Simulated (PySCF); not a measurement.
**Xe²⁺: ionisation energy**

Xe²⁺ [Kr] 4d10 5s2 5p4 (3P) → Xe³⁺ [Kr] 4d10 5s2 5p3 (4S), as a difference of total energies. All numbers are calculated (PySCF 2.14, scalar relativity through the core potential, in aug-cc-pVDZ-PP with ECP28MDF). Correlated levels: valence: 4s2 4p6 4d10 frozen. The calculations carry no spin-orbit coupling.

```json
{"method": "UHF", "ionisation energy (eV)": "29.264"}
{"method": "LDA", "ionisation energy (eV)": "30.745"}
{"method": "PBE", "ionisation energy (eV)": "30.410"}
{"method": "PBE0", "ionisation energy (eV)": "30.422"}
{"method": "r2SCAN", "ionisation energy (eV)": "30.430"}
{"method": "BLYP", "ionisation energy (eV)": "30.424"}
{"method": "HSE06", "ionisation energy (eV)": "30.472"}
{"method": "M06-2X", "ionisation energy (eV)": "30.064"}
{"method": "r2SCANh", "ionisation energy (eV)": "30.434"}
{"method": "MP2 (valence)", "ionisation energy (eV)": "29.625"}
{"method": "SCS-MP2 (valence)", "ionisation energy (eV)": "29.633"}
```

Q: How much does correlation contribute at MP2 (valence)?

A: 29.625 − (29.264) = 0.361 eV, measured against UHF.

The reference lies between the lowest fine-structure levels, while these numbers refer to the centres of the terms.

Errors of the correlated levels include the incompleteness of this basis and the frozen core.

For comparison: 31.05 ± 0.04 eV (semi-empirical (NIST evaluation); NIST Atomic Spectra Database, ionization energies).
